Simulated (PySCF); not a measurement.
## Optical rotation: `InChI=1S/C3H13PSi3/c1-6-2-3-7(6)5-4/h6-7H,2-5H2,1H3/t6-,7+/m0/s1`

Geometry:
| atom | x (Å) | y (Å) | z (Å) |
| --- | --- | --- | --- |
| C1 | -2.312 | 1.908 | -1.090 |
| Si2 | -1.384 | 0.910 | 0.240 |
| C3 | -2.077 | -0.865 | 0.521 |
| C4 | -0.780 | -1.700 | 0.502 |
| Si5 | 0.467 | -0.451 | -0.280 |
| Si6 | 2.560 | -0.483 | 0.719 |
| P7 | 3.789 | 1.035 | -0.377 |
| H8 | -1.813 | 2.853 | -1.278 |
| H9 | -3.331 | 2.127 | -0.784 |
| H10 | -2.358 | 1.366 | -2.030 |
| H11 | -1.383 | 1.708 | 1.481 |
| H12 | -2.727 | -1.165 | -0.301 |
| H13 | -2.649 | -1.015 | 1.435 |
| H14 | -0.909 | -2.645 | -0.022 |
| H15 | -0.484 | -1.952 | 1.521 |
| H16 | 0.590 | -0.756 | -1.728 |
| H17 | 3.290 | -1.762 | 0.767 |
| H18 | 2.568 | 0.005 | 2.105 |
| H19 | 3.933 | 0.275 | -1.519 |
| H20 | 5.004 | 0.616 | 0.118 |

Level of theory: TDDFT PBE0/def2-SVPD circular dichroism and optical rotation, one conformer, gas phase (PySCF 2.14.0). Geometry: GFN2-xTB.

The molecule is flexible and this is one conformer; a measurement averages over conformers.

Stereocentres: Si2 S, Si5 S.

Problem. What is the specific rotation at 633, 589.3, 546, 436, 405, 365, 355 nm?

Solution. [α] in deg dm⁻¹ (g/mL)⁻¹:
| λ (nm) | origin-invariant length gauge | modified velocity gauge | length gauge (centre of mass) | isotropic polarisability (au) |
| --- | --- | --- | --- | --- |
| 633 | -274.8 | -288.7 | -275.3 | 158.7 |
| 589.3 | -326.8 | -343.4 | -327.4 | 159.7 |
| 546 | -395.5 | -415.5 | -396.2 | 160.9 |
| 436 | -728.8 | -765.2 | -730.0 | 166.3 |
| 405 | -910.7 | -956.1 | -912.1 | 168.8 |
| 365 | -1282.6 | -1346.7 | -1284.7 | 173.4 |
| 355 | -1415.6 | -1486.4 | -1417.8 | 174.8 |

Problem. And for the mirror image at 589.3 nm?

Solution. +326.8 deg dm⁻¹ (g/mL)⁻¹ (origin-invariant length gauge): the same size and the opposite sign.

Problem. What is the molar rotation [Φ] = [α]·M/100 of the geometry above at 589.3 nm?

Solution. With M = 164.37 g/mol, -537.2 deg cm² dmol⁻¹ (origin-invariant length gauge).

The first excitation lies at 5.43 eV (228 nm) with R = -1.9 × 10⁻⁴⁰ esu² cm² (velocity form).
